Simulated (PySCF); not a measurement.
**Spin states and ions at one geometry of [ReO3F]−**

PySCF 2.14.0, UKS TPSS, Re def2-SVP with ECP60, O def2-SVP, F def2-SVP; non-relativistic Hamiltonian with scalar-relativistic core potentials where named; density fitting; no spin-orbit coupling; singlets restricted, open shells unrestricted. The geometry is relaxed for charge -1, doublet, vacuum:

```xyz
5

Re    0.0927    0.0659    0.0446
O     1.2207    0.7689    1.1799
O    -1.1155   -0.7832    0.9978
O     1.0554   -0.7425   -1.1838
F    -1.2036    0.7704   -1.2326
```

Energies count from the relaxed state; an electron taken off or put on is at rest in vacuum. Charges and spins are Mulliken's.

Order these states by energy, lowest first.
A. charge 0, triplet, vacuum
B. charge 0, singlet, vacuum
C. charge -1, quartet, vacuum
D. charge -1, doublet, vacuum

D (0.00 eV), B (2.46 eV), C (4.05 eV), A (5.10 eV).

How do charge and spin on the first atom follow?


| state | spin squared | charge on Re1 (e) | spin on Re1 (e) | dipole about the centre of mass (D) |
| --- | --- | --- | --- | --- |
| charge -1, doublet, vacuum | 0.75 | 0.80 | 0.77 | 0.75 |
| charge -1, quartet, vacuum | 3.76 | 0.68 | 1.39 | 0.50 |
| charge 0, singlet, vacuum | 0.00 | 1.24 | 0.00 | 0.97 |
| charge 0, triplet, vacuum | 2.02 | 1.12 | 0.60 | 0.57 |

With an electron taken off (singlet, the lower of the two states computed) the charges change, summed by element, by Re +0.44 e, O +0.47 e, F +0.09 e. The vertical ionisation energy is 2.46 eV, against −ε(HOMO) = -0.82 eV over both spins of the relaxed state. The level lies 3.3 eV too high, as is usual for semilocal functionals and global hybrids, which keep a self-interaction error.

Open shells may have lower solutions than those found. Hard to converge, so the more doubtful: charge -1, quartet, vacuum. The basis has no diffuse functions, which an anion needs.

No frequency check is given that shows the relaxed geometry to be a minimum.
